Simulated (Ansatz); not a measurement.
Program: Ansatz 0.2.0.

A structure relaxed at PBE0-D4/def2-TZVP, charge 0, multiplicity 2:

Cartesian coordinates in Å:
```
C -0.062 1.099 0.581
Ge -0.611 -0.417 -0.532
O 0.021 -1.851 0.312
Cl 0.425 -0.300 -2.451
H -0.529 1.011 1.561
H 1.024 1.050 0.679
H -0.356 2.033 0.106
H 0.089 -2.624 -0.256
```

**Question.** Give its formula and SMILES.

**Answer.** CH4ClGeO, `[CH3][Ge]([OH])[Cl]`.

**Question.** Summarise the bond lengths by kind.

**Answer.** 1 × C–Ge 1.959 Å; 3 × C–H 1.089 to 1.091 Å; 1 × Ge–O 1.780 Å; 1 × Cl–Ge 2.184 Å; 1 × H–O 0.961 Å.
